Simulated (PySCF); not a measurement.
**Electron correlation in In³²⁺ (indium, charge +32)**

Starting occupation: [Ne] 3s2 3p5, 3p1/2 with m_j = -1/2, +1/2, 3p3/2 with m_j = -1/2, +1/2, +3/2. All numbers are calculated (PySCF 2.14, X2C-1e with screened-nucleus spin-orbit coupling, Gaussian nucleus, in an uncontracted even-tempered set (19 s from 5.5 bohr⁻², ratio 2.4; 14 p from 7.2 bohr⁻², ratio 2.4; 5 d from 29 bohr⁻², ratio 2.6; 4 f from 44 bohr⁻², ratio 2.6)). Frozen: 1s2; 15 electrons correlated; the 56 highest virtual spinors left out.

MP2 pair energies summed by pair of shells (mhartree):

```csv
pair,energy,share (%)
2p1/2-2p3/2,-84.56,14.0
2p3/2-2p3/2,-84.13,14.0
3p1/2-3p3/2,-61.68,10.2
3p3/2-3p3/2,-41.37,6.9
2p3/2-3p3/2,-40.12,6.7
3p3/2-3s1/2,-39.70,6.6
2p3/2-2s1/2,-37.24,6.2
2p3/2-3p1/2,-30.10,5.0
3p1/2-3p1/2,-22.36,3.7
3p1/2-3s1/2,-21.09,3.5
2p1/2-2p1/2,-20.48,3.4
2p1/2-3p3/2,-19.43,3.2
2p1/2-2s1/2,-18.48,3.1
2p3/2-3s1/2,-17.31,2.9
2p1/2-3p1/2,-12.06,2.0
2s1/2-3p3/2,-11.13,1.8
2s1/2-2s1/2,-10.66,1.8
3s1/2-3s1/2,-8.97,1.5
2s1/2-3p1/2,-8.06,1.3
2p1/2-3s1/2,-7.66,1.3
2s1/2-3s1/2,-6.45,1.1
```

Total MP2 correlation energy: -603.01 mhartree.

At this charge the one-electron X2C treatment keeps the bare 1/r₁₂, with no two-electron picture change or Breit term. The effect here is smaller than on the frozen 1s shell.
